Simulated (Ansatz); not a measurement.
Ansatz (a quantum-chemistry and plane-wave program) job for Rb(I) cation (IRb), SMILES [I][Rb] (connectivity only; charge and spin as stated), charge +1, multiplicity 2, B3LYP-D3(BJ)/def2-TZVPD. 

Ansatz 0.2 input:
```yaml
crystal:
  periodic: [false, false, false]
  atoms:
    - {symbol: Rb, position_ang: [0.00000000, 0.00000000, -2.21625887]}
    - {symbol: I, position_ang: [0.00000000, 0.00000000, 1.54719959]}
basis:
  gaussian:
    orbitals: def2-TZVPD
hamiltonian:
  xc: b3lyp
  dispersion: d3bj
total_charge: 1
magnetization: {spin_polarized: true, initial_magnetization: 1}
relax: {f_tol: 0.002, max_steps: 200}
```

Program output:

```
WARN ansatz: RAYON_NUM_THREADS=1 ignored (pool sized by the plan → 1); use --threads N
Functional definition: B3LYP
integrals: 0.03 GiB planned
767 factors; their error is unknown
mean field: 0.34 GiB planned
mean field evaluation 1: about -8752.7478 eV, gradient 1.7e1 eV
mean field evaluation 2: about -8753.5273 eV, gradient 1.6e1 eV
mean field evaluation 4: about -8754.4074 eV, gradient 3.3e-1 eV
mean field evaluation 8: about -8754.6027 eV, gradient 3.9e-1 eV
mean field evaluation 16: about -8754.6030 eV, gradient 4.5e-5 eV
mean field evaluation 32: about -8754.3810 eV, gradient 6.3e0 eV
mean field -8754.60296856 eV, -321.7257250114 hartree, gradient 2.2e-6 eV, S^2 0.752347; 2 other end points of the search recorded, 0 dependent functions left out
the calculation of the forces begins
reference -8754.60319391 eV, -321.7257332931 hartree; 17, 16 occupied and 75, 76 virtual orbitals, 767 factors
relax step   1: F+E_penalty+E_count = -8754.66810080 eV  Δ(F+E_penalty+E_count) = +0.000e0 eV  max|allowed force component| = 4.664e-2 eV/Å  Δτ_max = 0.0000 Å  (82 SCF iters, accepted)
these checks for a lower state are left out or cut short: starts, cluster_reference, orbital_swaps, neighbouring_geometries, increment
integrals: 0.03 GiB planned
767 factors; their error is unknown
mean field: 0.34 GiB planned
mean field -8754.60328347 eV, -321.7257365845 hartree, gradient 1.1e-5 eV, S^2 0.752348; 0 other end points of the search recorded, 0 dependent functions left out
the calculation of the forces begins
reference -8754.60350888 eV, -321.7257448679 hartree; 17, 16 occupied and 75, 76 virtual orbitals, 767 factors
relax step   2: F+E_penalty+E_count = -8754.66840428 eV  Δ(F+E_penalty+E_count) = -3.035e-4 eV  max|allowed force component| = 4.234e-2 eV/Å  Δτ_max = 0.0034 Å  (42 SCF iters, accepted)
these checks for a lower state are left out or cut short: starts, cluster_reference, orbital_swaps, neighbouring_geometries, increment
integrals: 0.03 GiB planned
767 factors; their error is unknown
mean field: 0.34 GiB planned
mean field -8754.60482851 eV, -321.7257933633 hartree, gradient 9.5e-6 eV, S^2 0.752353; 0 other end points of the search recorded, 0 dependent functions left out
the calculation of the forces begins
reference -8754.60505444 eV, -321.7258016661 hartree; 17, 16 occupied and 75, 76 virtual orbitals, 767 factors
relax step   3: F+E_penalty+E_count = -8754.67003740 eV  Δ(F+E_penalty+E_count) = -1.633e-3 eV  max|allowed force component| = 3.874e-3 eV/Å  Δτ_max = 0.0375 Å  (45 SCF iters, accepted)
these checks for a lower state are left out or cut short: starts, cluster_reference, orbital_swaps, neighbouring_geometries, increment
integrals: 0.03 GiB planned
767 factors; their error is unknown
mean field: 0.34 GiB planned
mean field evaluation 64: about -8754.6048 eV, gradient 1.1e-5 eV
mean field -8754.60480571 eV, -321.7257925255 hartree, gradient 1.1e-5 eV, S^2 0.752353; 0 other end points of the search recorded, 0 dependent functions left out
the calculation of the forces begins
reference -8754.60503170 eV, -321.7258008305 hartree; 17, 16 occupied and 75, 76 virtual orbitals, 767 factors
relax step   4: F+E_penalty+E_count = -8754.67005579 eV  Δ(F+E_penalty+E_count) = -1.839e-5 eV  max|allowed force component| = 5.279e-4 eV/Å  Δτ_max = 0.0042 Å  (44 SCF iters, accepted)
integrals: 0.03 GiB planned
767 factors; their error is unknown
mean field: 0.34 GiB planned
mean field evaluation 96: about -8754.3828 eV, gradient 6.3e0 eV
mean field -8754.60480571 eV, -321.7257925255 hartree, gradient 9.2e-6 eV, S^2 0.752353; 3 other end points of the search recorded, 0 dependent functions left out
the calculation of the forces begins
reference -8754.60503170 eV, -321.7258008305 hartree; 17, 16 occupied and 75, 76 virtual orbitals, 767 factors
Total energy: -8754.67028178 eV, -321.7281987269 hartree
Atom 0 at     0.000000    -0.000000    -2.261351 Å, force     0.000000    -0.000000    -0.000528 eV/Å
Atom 1 at    -0.000000     0.000000     1.592292 Å, force    -0.000000     0.000000     0.000528 eV/Å
Dipole moment:     0.000000     0.000000    -1.899416 e Å
```

The calculation finished and met its thresholds.
